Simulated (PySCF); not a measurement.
Nuclear quadrupole coupling in `C=CC[Si@@H](O)CCl`

Species: C4H9ClOSi.
Structure used (PBE0-D3(BJ)/def2-SVP), in Å, numbered top down from 1:
```
atom  x, y, z in Å
C1    -2.4103    0.5726    0.3086
C2    -1.6173   -0.4225   -0.0983
C3    -0.5286   -1.0505    0.7079
Si4    1.1695   -0.6079    0.0386
O5     1.2383   -1.1731   -1.5264
C6     1.4048    1.2684   -0.0198
Cl7    2.8603    1.6002   -1.0282
H8    -3.1689    1.0032   -0.3497
H9    -2.3359    0.9875    1.3195
H10   -1.7285   -0.8021   -1.1215
H11   -0.6049   -2.1522    0.6859
H12   -0.5812   -0.7429    1.7664
H13    2.2512   -1.1877    0.8932
H14    1.9275   -0.7536   -2.0554
H15    1.5714    1.7278    0.9651
H16    0.5484    1.7668   -0.4971
```

Field gradients from the PBE0/pcSseg-1 density (PySCF, non-relativistic), principal values in atomic units, ordered |Vxx| ≤ |Vyy| ≤ |Vzz|:

```csv
atom,Vxx,Vyy,Vzz
O5,-0.2467,-1.1824,1.4292
Cl7,-1.8897,-2.0867,3.9764
```

Find the asymmetry η = (Vxx − Vyy)/Vzz and the couplings χ = eQV/h (234.96 MHz × Q in barn × V in au), with Q(17O) = −0.0256 b, Q(35Cl) = −0.0817 b.

```tsv
atom	environment	nucleus	η	χzz (MHz)	χxx (MHz)	χyy (MHz)
O5	silanol oxygen	17O	0.65	-8.60	1.48	7.11
Cl7	alkyl chlorine	35Cl	0.05	-76.33	36.28	40.06
```

The tensor is traceless: Vxx + Vyy + Vzz = 0.

What is Vzz at Cl7 in SI units (1 au = 9.71736 × 10²¹ V/m²)?

3.9764 au = 38.640 × 10²¹ V/m².

And the gradient at the other heavy atoms, for which no coupling is worked out here?

| atom | environment | Vzz (au) | η |
| --- | --- | --- | --- |
| C1 | terminal =CH2 carbon | 0.250 | 0.51 |
| C2 | alkene CH carbon | 0.329 | 0.57 |
| C3 | sp3 carbon bound to silicon | -0.090 | 0.55 |
| Si4 | oxygen-bound silicon | 0.362 | 0.38 |
| C6 | sp3 C–Cl carbon | 0.546 | 0.28 |

What couplings would deuterons (Q(2H) = 0.00286 b) have in place of the hydrogens, at this geometry?

```csv
atom,bonded to,bond length (Å),Vzz (au),η,χzz (kHz)
H8,C1,1.093,0.3086,0.06,207
H9,C1,1.095,0.3046,0.06,205
H10,C2,1.097,0.2949,0.06,198
H11,C3,1.105,0.2880,0.04,194
H12,C3,1.104,0.2896,0.04,195
H13,Si4,1.496,0.1359,0.01,91
H14,O5,0.965,0.4667,0.08,314
H15,C6,1.099,0.2911,0.08,196
H16,C6,1.100,0.2872,0.08,193
```

Geometry: PBE0-D3(BJ)/def2-SVP, one conformer, isolated molecule. With so small a basis the couplings can be 20 % off.
